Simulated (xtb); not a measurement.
xtb input (GFN1-xTB):

```bash
xtb mol.xyz --gfn 1 --sp --chrg 1 --uhf 0
```
mol.xyz:
```
19

C      2.53093641    -0.00816400    -0.33256445
C      1.21499620     0.76183567    -0.43448400
C     -0.02174164    -0.08196675    -0.28082596
C     -1.34905542     0.62043894    -0.23932696
C     -2.56557335    -0.29255794    -0.10372690
O      0.09330679    -0.85226717     1.13283405
H      2.55863426    -0.85424390    -1.02128754
H      2.73362989    -0.37647748     0.68008620
H      3.36834647     0.64355481    -0.57579630
H      1.13008680     1.20448387    -1.43170478
H      1.18614276     1.59791863     0.26956501
H     -0.02667647    -0.95348194    -0.93356758
H     -1.33060188     1.39082977     0.53990362
H     -1.40106381     1.17117411    -1.18405568
H     -2.57647006    -0.83220139     0.84406351
H     -3.47933438     0.29702398    -0.15425308
H     -2.59687279    -1.02710345    -0.90942404
H     -0.17770491    -0.28233429     1.87568281
H      1.00805677    -1.15852076     1.28368488
```

Output:

```
           -------------------------------------------------
          |                Calculation Setup                |
           -------------------------------------------------

           -------------------------------------------------
          |                 G F N 1 - x T B                 |
           -------------------------------------------------

        Reference                      10.1021/acs.jctc.7b00118
      * Hamiltonian:
        H0-scaling (s, p, d)           1.850000    2.250000    2.000000
        zeta-weighting                 0.000000
      * Dispersion:
        s8                             2.400000
        a1                             0.630000
        a2                             5.000000
        s9                             0.000000
      * Repulsion:
        kExp                           1.500000
        rExp                           1.000000
      * Coulomb:
        alpha                          2.000000
        third order                    atomic
        anisotropic                    false
      * Halogen bond correction:
        rad-scale                      1.300000
        damping                        0.440000

          ...................................................
          :                      SETUP                      :
          :.................................................:
          :  # basis functions                  50          :
          :  # atomic orbitals                  50          :
          :  # shells                           38          :
          :  # electrons                        38          :
          :  # halogen bonds                     0          :
          :  max. iterations                   250          :
          :  Hamiltonian                  GFN1-xTB          :
          :  restarted?                      false          :
          :  GBSA solvation                  false          :
          :  PC potential                    false          :
          :  electronic temp.          300.0000000     K    :
          :  accuracy                    1.0000000          :
          :  -> integral cutoff          0.2500000E+02      :
          :  -> integral neglect         0.1000000E-07      :
          :  -> SCF convergence          0.1000000E-05 Eh   :
          :  -> wf. convergence          0.2000000E-04 e    :
          :  Broyden damping             0.4000000          :
          :  net charge                          1          :
          :  unpaired electrons                  0          :
          ...................................................

 iter      E             dE          RMSdq      gap      omega  full diag
   1    -22.0144344 -0.220144E+02  0.724E+00    8.15       0.0  T
   2    -22.0613353 -0.469009E-01  0.438E+00    7.23       1.0  T
   3    -22.0630393 -0.170399E-02  0.435E-01    6.11       1.0  T
   4    -22.0639272 -0.887888E-03  0.791E-02    6.25       1.0  T
   5    -22.0639710 -0.437351E-04  0.222E-02    6.33       1.0  T
   6    -22.0639728 -0.181928E-05  0.249E-03    6.35       9.2  T
   7    -22.0639728 -0.558880E-07  0.527E-04    6.36      43.5  T
   8    -22.0639728 -0.463902E-08  0.105E-04    6.36     219.2  T
   9    -22.0639728 -0.942322E-10  0.238E-05    6.36     964.3  T

   *** convergence criteria satisfied after 9 iterations ***

         #    Occupation            Energy/Eh            Energy/eV
      -------------------------------------------------------------
         1        2.0000           -1.0706026             -29.1326
       ...           ...                  ...                  ...
        13        2.0000           -0.7056965             -19.2030
        14        2.0000           -0.6857493             -18.6602
        15        2.0000           -0.6701141             -18.2347
        16        2.0000           -0.6616246             -18.0037
        17        2.0000           -0.6581528             -17.9092
        18        2.0000           -0.6502440             -17.6940
        19        2.0000           -0.6472008             -17.6112 (HOMO)
        20                         -0.4136208             -11.2552 (LUMO)
        21                         -0.3464002              -9.4260
        22                         -0.3227797              -8.7833
        23                         -0.2936168              -7.9897
        24                         -0.2847524              -7.7485
       ...                                ...                  ...
        50                          0.3210248               8.7355
      -------------------------------------------------------------
                  HL-Gap            0.2335800 Eh            6.3560 eV
             Fermi-level           -0.5304108 Eh          -14.4332 eV

 SCC (total)                   0 d,  0 h,  0 min,  0.015 sec
 SCC setup                      ...        0 min,  0.000 sec (  0.815%)
 Dispersion                     ...        0 min,  0.000 sec (  0.448%)
 classical contributions        ...        0 min,  0.000 sec (  0.220%)
 integral evaluation            ...        0 min,  0.004 sec ( 24.732%)
 iterations                     ...        0 min,  0.003 sec ( 21.500%)
 molecular gradient             ...        0 min,  0.008 sec ( 51.447%)
 printout                       ...        0 min,  0.000 sec (  0.749%)

         :::::::::::::::::::::::::::::::::::::::::::::::::::::
         ::                     SUMMARY                     ::
         :::::::::::::::::::::::::::::::::::::::::::::::::::::
         :: total energy             -21.802559009703 Eh    ::
         :: gradient norm              0.035979532903 Eh/a0 ::
         :: HOMO-LUMO gap              6.356035806238 eV    ::
         ::.................................................::
         :: SCC energy               -22.063972831680 Eh    ::
         :: -> electrostatic           0.128034346326 Eh    ::
         :: repulsion energy           0.268110395704 Eh    ::
         :: dispersion energy         -0.006696573727 Eh    ::
         :: halogen bond corr.         0.000000000000 Eh    ::
         :: add. restraining           0.000000000000 Eh    ::
         :: total charge               1.000000000000 e     ::
         :::::::::::::::::::::::::::::::::::::::::::::::::::::

           -------------------------------------------------
          |                Property Printout                |
           -------------------------------------------------

    * Orbital Energies and Occupations

         #    Occupation            Energy/Eh            Energy/eV
      -------------------------------------------------------------
         1        2.0000           -1.0706026             -29.1326
       ...           ...                  ...                  ...
         7        2.0000           -0.8018968             -21.8207
         8        2.0000           -0.7842238             -21.3398
         9        2.0000           -0.7774706             -21.1561
        10        2.0000           -0.7302658             -19.8715
        11        2.0000           -0.7273098             -19.7911
        12        2.0000           -0.7141796             -19.4338
        13        2.0000           -0.7056965             -19.2030
        14        2.0000           -0.6857493             -18.6602
        15        2.0000           -0.6701141             -18.2347
        16        2.0000           -0.6616246             -18.0037
        17        2.0000           -0.6581528             -17.9092
        18        2.0000           -0.6502440             -17.6940
        19        2.0000           -0.6472008             -17.6112 (HOMO)
        20                         -0.4136208             -11.2552 (LUMO)
        21                         -0.3464002              -9.4260
        22                         -0.3227797              -8.7833
        23                         -0.2936168              -7.9897
        24                         -0.2847524              -7.7485
        25                         -0.2782387              -7.5713
        26                         -0.2688198              -7.3150
        27                         -0.2624827              -7.1425
        28                         -0.2446176              -6.6564
        29                         -0.2304511              -6.2709
        30                         -0.2114968              -5.7551
       ...                                ...                  ...
        50                          0.3210248               8.7355
      -------------------------------------------------------------
                  HL-Gap            0.2335800 Eh            6.3560 eV
             Fermi-level           -0.5304108 Eh          -14.4332 eV

  Mulliken/CM5 charges         n(s)   n(p)   n(d)
     1C    -0.09227 -0.24337   1.014  3.078  0.000
     2C    -0.07463 -0.18397   1.040  3.035  0.000
     3C     0.19754  0.13816   1.112  2.691  0.000
     4C    -0.06172 -0.17044   1.037  3.025  0.000
     5C    -0.08610 -0.23674   1.010  3.076  0.000
     6O    -0.45107 -0.81093   1.703  4.748  0.000
     7H     0.05788  0.10998   0.942  0.000  0.000
     8H     0.03092  0.08366   0.969  0.000  0.000
     9H     0.08489  0.13644   0.915  0.000  0.000
    10H     0.08681  0.14273   0.913  0.000  0.000
    11H     0.05838  0.11500   0.942  0.000  0.000
    12H     0.08385  0.15047   0.916  0.000  0.000
    13H     0.05216  0.10889   0.948  0.000  0.000
    14H     0.08129  0.13729   0.919  0.000  0.000
    15H     0.04441  0.09817   0.956  0.000  0.000
    16H     0.07394  0.12553   0.926  0.000  0.000
    17H     0.05705  0.10913   0.943  0.000  0.000
    18H     0.43097  0.59758   0.569  0.000  0.000
    19H     0.42569  0.59241   0.574  0.000  0.000

Wiberg/Mayer (AO) data.
largest (>0.10) Wiberg bond orders for each atom

 ---------------------------------------------------------------------------
     #   Z sym  total        # sym  WBO       # sym  WBO       # sym  WBO
 ---------------------------------------------------------------------------
     1   6 C    3.989 --     2 C    1.012     7 H    0.984     9 H    0.975
                             8 H    0.975
     2   6 C    3.983 --     3 C    1.018     1 C    1.012    11 H    0.973
                            10 H    0.953
     3   6 C    3.712 --     2 C    1.018     4 C    1.017    12 H    0.967
                             6 O    0.648
     4   6 C    3.979 --     3 C    1.017     5 C    1.010    13 H    0.970
                            14 H    0.952
     5   6 C    3.986 --     4 C    1.010    15 H    0.986    17 H    0.984
                            16 H    0.980
     6   8 O    2.288 --    18 H    0.800    19 H    0.791     3 C    0.648
     7   1 H    0.996 --     1 C    0.984
     8   1 H    1.002 --     1 C    0.975
     9   1 H    0.994 --     1 C    0.975
    10   1 H    0.997 --     2 C    0.953
    11   1 H    1.000 --     2 C    0.973
    12   1 H    1.003 --     3 C    0.967
    13   1 H    1.000 --     4 C    0.970
    14   1 H    0.997 --     4 C    0.952
    15   1 H    1.000 --     5 C    0.986
    16   1 H    0.996 --     5 C    0.980
    17   1 H    0.997 --     5 C    0.984
    18   1 H    0.825 --     6 O    0.800
    19   1 H    0.836 --     6 O    0.791
 ---------------------------------------------------------------------------

Topologies differ in total number of bonds
Writing topology from bond orders to xtbtopo.mol

 dipole moment from electron density (au)
     X       Y       Z
   0.7130  -0.2278   1.3251  total (Debye):    3.868

           -------------------------------------------------
          | TOTAL ENERGY              -21.802559009703 Eh   |
          | GRADIENT NORM               0.035979532903 Eh/α |
          | HOMO-LUMO GAP               6.356035806238 eV   |
           -------------------------------------------------

------------------------------------------------------------------------
Note: The following floating-point exceptions are signalling: IEEE_DENORMAL
normal termination of xtb
------------------------------------------------------------------------
 total:
 SCF:
```

It need not be the lowest isomer of its formula.
